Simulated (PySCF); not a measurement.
## From computed data to an observable: dipole moment from atomic charges

HLiO, SMILES [OH][Li]. Atoms are numbered in the order given.

```xyz
3

Li     0.0000     0.0000     1.2700
O      0.0000     0.0000    -0.3176
H      0.0000     0.0000    -1.2691
```

The structure is a stationary point at r2SCAN-D4/def2-TZVPD. The isomer is the one that the SMILES or the coordinates give; other isomers of the formula were not compared.

Charges (e) from CAM-B3LYP/def2-TZVPD run with PySCF:

```tsv
atom	IAO	ESP fit
Li1	0.926	0.902
O2	-1.270	-1.454
H3	0.344	0.552
```

The dipole moment of the full density is 4.50 D.

What dipole moment does each set of point charges give, and which comes closer to that of the density?


μ = Σ q r, and 1 e Å = 4.8032 D.
IAO: Σ q r = (0.000, 0.000, 1.143) e Å, |μ| = 5.49 D.
ESP fit: Σ q r = (0.000, 0.000, 0.907) e Å, |μ| = 4.36 D.
ESP fit comes closer in size. Point charges leave out the atoms' own dipoles (lone pairs, polarised bonds); fits to the potential absorb them, partitions of the density don't.
